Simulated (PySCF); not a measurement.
Can point charges reproduce the dipole moment of `CC/C([SiH3])=P/N(C)CC`?

Coordinates (GFN2-xTB, Å) and charges (e) from the PBE0/pcSseg-1 density (PySCF):

```json
{"atom": "C1", "x": "3.030", "y": "1.549", "z": "0.444", "Mulliken": "-0.2989", "IAO": "-0.4231", "Hirshfeld": "-0.1242", "ESP-fitted": "-0.3498"}
{"atom": "C2", "x": "2.812", "y": "0.045", "z": "0.525", "Mulliken": "-0.1898", "IAO": "-0.2395", "Hirshfeld": "-0.0729", "ESP-fitted": "+0.2698"}
{"atom": "C3", "x": "1.416", "y": "-0.417", "z": "0.203", "Mulliken": "-0.7439", "IAO": "-0.5378", "Hirshfeld": "-0.1548", "ESP-fitted": "-0.1458"}
{"atom": "Si4", "x": "1.213", "y": "-2.289", "z": "0.094", "Mulliken": "+0.5298", "IAO": "+0.5778", "Hirshfeld": "+0.2854", "ESP-fitted": "+0.2439"}
{"atom": "P5", "x": "0.220", "y": "0.754", "z": "-0.022", "Mulliken": "+0.4969", "IAO": "+0.4697", "Hirshfeld": "+0.1579", "ESP-fitted": "-0.1093"}
{"atom": "N6", "x": "-1.223", "y": "-0.159", "z": "-0.193", "Mulliken": "-0.7441", "IAO": "-0.4350", "Hirshfeld": "-0.1217", "ESP-fitted": "-0.0864"}
{"atom": "C7", "x": "-1.762", "y": "-0.919", "z": "0.915", "Mulliken": "-0.0781", "IAO": "-0.3018", "Hirshfeld": "-0.0715", "ESP-fitted": "-0.1409"}
{"atom": "C8", "x": "-2.232", "y": "0.438", "z": "-1.050", "Mulliken": "-0.0550", "IAO": "-0.1467", "Hirshfeld": "-0.0256", "ESP-fitted": "-0.0982"}
{"atom": "C9", "x": "-2.996", "y": "1.608", "z": "-0.431", "Mulliken": "-0.2893", "IAO": "-0.4361", "Hirshfeld": "-0.1272", "ESP-fitted": "-0.0503"}
{"atom": "H10", "x": "4.066", "y": "1.796", "z": "0.668", "Mulliken": "+0.1203", "IAO": "+0.1426", "Hirshfeld": "+0.0428", "ESP-fitted": "+0.0865"}
{"atom": "H11", "x": "2.387", "y": "2.066", "z": "1.155", "Mulliken": "+0.1259", "IAO": "+0.1418", "Hirshfeld": "+0.0309", "ESP-fitted": "+0.0916"}
{"atom": "H12", "x": "2.793", "y": "1.912", "z": "-0.554", "Mulliken": "+0.1284", "IAO": "+0.1438", "Hirshfeld": "+0.0330", "ESP-fitted": "+0.0792"}
{"atom": "H13", "x": "3.511", "y": "-0.455", "z": "-0.154", "Mulliken": "+0.1360", "IAO": "+0.1431", "Hirshfeld": "+0.0406", "ESP-fitted": "-0.0177"}
{"atom": "H14", "x": "3.068", "y": "-0.300", "z": "1.534", "Mulliken": "+0.1402", "IAO": "+0.1423", "Hirshfeld": "+0.0409", "ESP-fitted": "-0.0180"}
{"atom": "H15", "x": "0.073", "y": "-2.662", "z": "-0.739", "Mulliken": "-0.0668", "IAO": "-0.1080", "Hirshfeld": "-0.0758", "ESP-fitted": "-0.0738"}
{"atom": "H16", "x": "1.069", "y": "-2.878", "z": "1.435", "Mulliken": "-0.0734", "IAO": "-0.1243", "Hirshfeld": "-0.0806", "ESP-fitted": "-0.0780"}
{"atom": "H17", "x": "2.443", "y": "-2.816", "z": "-0.510", "Mulliken": "-0.0924", "IAO": "-0.1199", "Hirshfeld": "-0.0805", "ESP-fitted": "-0.0824"}
{"atom": "H18", "x": "-2.246", "y": "-1.823", "z": "0.537", "Mulliken": "+0.1177", "IAO": "+0.1388", "Hirshfeld": "+0.0386", "ESP-fitted": "+0.0633"}
{"atom": "H19", "x": "-2.498", "y": "-0.348", "z": "1.491", "Mulliken": "+0.1091", "IAO": "+0.1219", "Hirshfeld": "+0.0348", "ESP-fitted": "+0.0961"}
{"atom": "H20", "x": "-0.955", "y": "-1.210", "z": "1.583", "Mulliken": "+0.1330", "IAO": "+0.1482", "Hirshfeld": "+0.0385", "ESP-fitted": "+0.0809"}
{"atom": "H21", "x": "-2.932", "y": "-0.352", "z": "-1.340", "Mulliken": "+0.1191", "IAO": "+0.1366", "Hirshfeld": "+0.0417", "ESP-fitted": "+0.0699"}
{"atom": "H22", "x": "-1.724", "y": "0.786", "z": "-1.955", "Mulliken": "+0.1235", "IAO": "+0.1413", "Hirshfeld": "+0.0362", "ESP-fitted": "+0.0879"}
{"atom": "H23", "x": "-2.291", "y": "2.371", "z": "-0.104", "Mulliken": "+0.1245", "IAO": "+0.1436", "Hirshfeld": "+0.0324", "ESP-fitted": "+0.0266"}
{"atom": "H24", "x": "-3.585", "y": "1.287", "z": "0.424", "Mulliken": "+0.1135", "IAO": "+0.1358", "Hirshfeld": "+0.0369", "ESP-fitted": "+0.0245"}
{"atom": "H25", "x": "-3.668", "y": "2.042", "z": "-1.167", "Mulliken": "+0.1138", "IAO": "+0.1446", "Hirshfeld": "+0.0446", "ESP-fitted": "+0.0305"}
```

**Question.** What dipole does each set of charges give (1 e·Å = 4.803 D), and what does the density give?

**Answer.** The full density gives (-0.95, 0.09, 0.36) D, 1.02 D in size; dipole vectors point from the negative to the positive end.

| scheme | μx | μy | μz | size (D) | share of the full size (%) | angle to the full dipole (°) |
| --- | --- | --- | --- | --- | --- | --- |
| Mulliken | -1.40 | 1.36 | 0.90 | 2.15 | 210 | 36 |
| IAO | -0.66 | 1.29 | 0.07 | 1.45 | 142 | 59 |
| Hirshfeld | -0.73 | 0.66 | -0.05 | 0.99 | 96 | 43 |
| ESP-fitted | -0.98 | 0.13 | 0.41 | 1.07 | 105 | 3 |

**Question.** Which set comes closest?

**Answer.** Length of the difference vector: ESP-fitted 0.07 D, Hirshfeld 0.74 D, IAO 1.26 D, Mulliken 1.45 D. Closest: ESP-fitted. The schemes that divide the density aren't constrained to reproduce the dipole.

**Question.** What is left for the Hirshfeld atoms' own dipoles?

**Answer.** The Hirshfeld atoms' densities add up to the full density, so μ = Σ q r + Σ (atomic dipoles). The atomic dipoles sum to (-0.95, 0.09, 0.36) − (-0.73, 0.66, -0.05) = (-0.22, -0.57, 0.41) D, 0.74 D in size.

**Question.** With the origin at the mean of the coordinates, (0.000, 0.001, 0.112) Å, which are the largest single terms, by size, of the ESP-fitted dipole along the direction of the full one?

**Answer.** C1 +4.32, C2 -3.21, Si4 -1.57, H10 -1.43, H19 +1.28 D; all 25 atoms together +1.07 D. The single terms depend on the origin, their sum doesn't.

**Question.** Give the size of the full dipole in other units.

**Answer.** 1.02 D = 0.402 au = 0.213 e·Å = 3.41 × 10⁻³⁰ C·m.

Geometry: GFN2-xTB, one conformer, isolated molecule.

The values belong to the conformer `[CH3:1][CH2:2]/[C:3]([SiH3:4])=[P:5]/[N:6]([CH3:7])[CH2:8][CH3:9]`: C1–C2–C3–Si4 173°, C3–P5–N6–C7 67°, P5–N6–C8–C9 -75°.
